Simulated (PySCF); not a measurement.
# Ionisation energy of B²⁺ by level of theory

B²⁺ [He] 2s1 (2S) → B³⁺ 1s2 (1S), as a difference of total energies. All numbers are calculated (PySCF 2.14, scalar relativity by spin-free X2C-1e, in dyall-av3z). The calculations carry no spin-orbit coupling.

Q: Order these methods by the ionisation energy they give, lowest first.
A. r2SCAN
B. PBE
C. r2SCANh
D. PBE0

A: A (37.865 eV), C (37.888 eV), D (38.241 eV), B (38.301 eV).

For comparison: 37.931 eV (measured; NIST Atomic Spectra Database, ionization energies).
